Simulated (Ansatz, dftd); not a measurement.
Reaction: H3BO2 (SMILES OBO) → H2BO2 (SMILES [O]BO, doublet) + H (doublet) (the H-O bond breaks)
Each species at its own B3LYP-D3(BJ)/def2-TZVP minimum (Ansatz, a first-principles code), one conformer.

Property: bond dissociation energy (electronic), in kcal/mol. Open shells are spin-unrestricted; no spin-orbit coupling. Cores are frozen in correlated methods. Rows without X2C or -DK are non-relativistic. CBS(X,Y): correlation extrapolated as X^-3, Hartree-Fock from the larger set. A bracket is a step between two methods taken in the basis named. The functionals are non-relativistic, so their misses hold any scalar relativity. Double hybrids freeze cores in their MP2 part. 'core' is core correlation in cc-pwCVTZ, 'X2C' scalar relativity in cc-pVTZ-DK, both at CCSD(T). For partners of very few electrons the exact lower level stands in for a higher one.

```
level                                                                            program  bond dissociation energy (kcal/mol)
------------------------------------------------------------------------  --------------  -----------------------------------
HF/cc-pVDZ                                                                        Ansatz                                  ___
PBE-D4/def2-TZVPD                                                         Ansatz + dftd4                                114.1
r2SCAN-D3(BJ)/def2-TZVPD                                                  Ansatz + dftd3                                114.2
B3LYP/def2-TZVPD                                                                  Ansatz                                116.1
PBE0/def2-TZVPD                                                                   Ansatz                                115.5
r2SCANh-D4/def2-TZVPD                                                     Ansatz + dftd4                                114.6
r2SCANh/def2-TZVPD                                                                Ansatz                                114.6
B2PLYP-D3(BJ)/def2-TZVPD                                                  Ansatz + dftd3                                118.8
B2PLYP/def2-TZVPD                                                                 Ansatz                                118.6
MP2/CBS(cc-pVTZ,cc-pVQZ)                                                          Ansatz                                129.2
CCSD/cc-pVDZ                                                                      Ansatz                                113.6
CCSDT(Q)/cc-pVDZ                                                                  Ansatz                                113.9
CCSD(T)/CBS(cc-pVTZ,cc-pVQZ) + [CCSDT(Q) - CCSD(T)]/cc-pVDZ + core + X2C          Ansatz                                  ___
```

Task: What belongs in the gaps?

Result: 
- HF/cc-pVDZ, bond dissociation energy (kcal/mol): 86.5
- CCSD(T)/CBS(cc-pVTZ,cc-pVQZ) + [CCSDT(Q) - CCSD(T)]/cc-pVDZ + core + X2C, bond dissociation energy (kcal/mol): 122.7
